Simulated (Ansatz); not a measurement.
Te2Pb. The state is a quintet with charge 0. Geometry r2SCAN-D4/def2-SVP; atoms count from 1.

```xyz
3

Pb   -0.230    1.665    0.227
Te   -1.409   -0.930   -0.939
Te    1.639   -0.735    0.711
```

In the def2 sets Pb, Te take a core potential; there is no spin–orbit coupling. At PBE0-D4/def2-TZVP a singlet of charge 0 lies 2.90 eV below the quintet, each at its own geometry. The structure comes from a short search, and lower isomers may exist.

(1) Estimate the Mulliken populations from the PBE0/def2-TZVP orbitals of Ansatz.

(2) Where does the spin sit?

(3) And the Mayer bond orders between bonded heavy atoms (over 0.3)?

Results:

(1) 
| atom | charge (e) | spin (α − β) |
| --- | --- | --- |
| Pb1 | 0.15 | 0.95 |
| Te2 | -0.08 | 1.52 |
| Te3 | -0.08 | 1.52 |
Mulliken values and Mayer orders depend strongly on the basis.

(2) Summed by element: Pb 0.95, Te 3.05, of 4 unpaired in all. Largest on single atoms: Te2 1.52, Te3 1.52, Pb1 0.95.

(3) Pb1–Te2 0.69 (3.08 Å); Pb1–Te3 0.69 (3.08 Å). Values over 0.3 also appear between atoms too far apart for a bond (Te2–Te3 0.47 at 3.47 Å); they arise where an orbital or an unpaired electron spreads over both atoms.
